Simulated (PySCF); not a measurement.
HfN(OH) + 2 H₂O → HfO(OH)₂ + NH₃

Level: PBE0 in the def2-TZVP basis family, computed in PySCF with density fitting; scalar-relativistic core potentials for atoms from Rb on, none lighter, no spin–orbit coupling; open shells unrestricted.

| species | state and structure | E (Eh) | ZPE (kJ/mol) | H(298 K) − H(0) (kJ/mol) | S° (J/(mol K)) |
| --- | --- | --- | --- | --- | --- |
| HfN(OH) | singlet, Cs, Hf–N 1.745 Å, Hf–O 1.963 Å, O–H 0.959 Å; H–O–Hf 120.3°, N–Hf–O 105.0° | -178.43458 | 41.6 | 12.5 | 288.9 |
| H₂O | singlet, C2v, O–H 0.960 Å (×2); H–O–H 105.1° | -76.37736 | 56.5 | 9.9 | 188.7 |
| HfO(OH)₂ | singlet, Cs, Hf–O 1.766 Å, Hf–O 1.962 Å (×2), O–H 0.956 Å (×2); H–O–Hf 134.1° (×2), O–Hf–O 111.7° (×2), O–Hf–O 114.2° | -274.89220 | 74.6 | 18.4 | 333.8 |
| NH₃ | singlet, C3v, N–H 1.013 Å (×3); H–N–H 107.1° (×3) | -56.51312 | 90.6 | 10.0 | 192.4 |

What is the electronic reaction energy?

At PBE0/def2-TZVP, ΔE = -567.2 kJ/mol from the differences of the total energies times 2625.5, downhill. 

Add zero-point, thermal and entropy terms for 298.15 K and 1 bar.

ΔZPE = 10.6 and Δ[H(298) − H(0)] = -3.9 kJ/mol give ΔH° = -560.5 kJ/mol. ΔS° = -140.1 J/(mol K), so ΔG° = -560.5 − 298.15 × (-0.1401) = -519 kJ/mol.

Spin–orbit coupling can matter for HfN(OH), HfO(OH)₂ and is left out. Only the bonding shown was studied: isomers, or loss of a ligand pair, can lie lower.
